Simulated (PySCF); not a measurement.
Numbering as in the mapped SMILES `[CH:1]#[C:2][c:3]1[n:4][cH:5][n:6]([SiH:7]([CH3:8])[CH3:9])[n:10]1`. Hydrogens are named by the atom that carries them.

Gas phase, non-relativistic, one computed conformer, fast rotation and ring inversion assumed for equivalent nuclei. Shieldings: GIAO PBE0/pcSseg-1; geometry: GFN2-xTB; PySCF 2.14.0 with density-fitted response routines.

Scale: ¹³C and ¹H and ²⁹Si against TMS; NH3 for ¹⁵N (reference shieldings calculated alike).

```tsv
atoms	nucleus	count	Hirshfeld charge	δ (ppm)
C5	¹³C	1	0.05	?
N6	¹⁵N	1	-0.06	246.3
H(C1)	¹H	1	0.10	2.65
N10	¹⁵N	1	-0.13	351.5
H(C5)	¹H	1	0.07	8.01
H(C8)/H(C9)	¹H	6	0.05	?
C8/C9	¹³C	2	-0.21	-0.7
C1	¹³C	1	-0.09	87.2
H(Si7)	¹H	1	-0.08	5.35
N4	¹⁵N	1	-0.20	306.2
C3	¹³C	1	0.08	?
Si7	²⁹Si	1	0.44	-4.8
C2	¹³C	1	-0.05	?
```

Fill in the missing shifts.

Results:


- C3: 156.0 ppm, substituted aromatic carbon next to a ring nitrogen
- C5: 153.0 ppm, aromatic CH between two ring heteroatoms
- C2: 81.0 ppm, alkyne carbon; sp carbons lie upfield of alkene carbons because the cylindrical π system leaves one tensor component strongly shielded
- H(C8)/H(C9): 0.55 ppm, hydrogen on a methyl carbon bonded to Si; an electropositive neighbour shields it, as in TMS itself

Shifts are as computed. Against solution values, carbons near 30 ppm lie about +3 ppm off and those near 130 ppm about +5 ppm. Of 1211 compounds with measured shifts, 218 miss one by over three times the rms of a fit or turn the order of signals round; such compounds aren't used in these exercises. Experimental scales use liquid or dissolved standards, which lie at an offset from isolated NH3 (liquid NH3: subtract about 20 ppm). Unscaled 15N shifts of sp2 nitrogen come out 20 to 40 ppm too high even then.
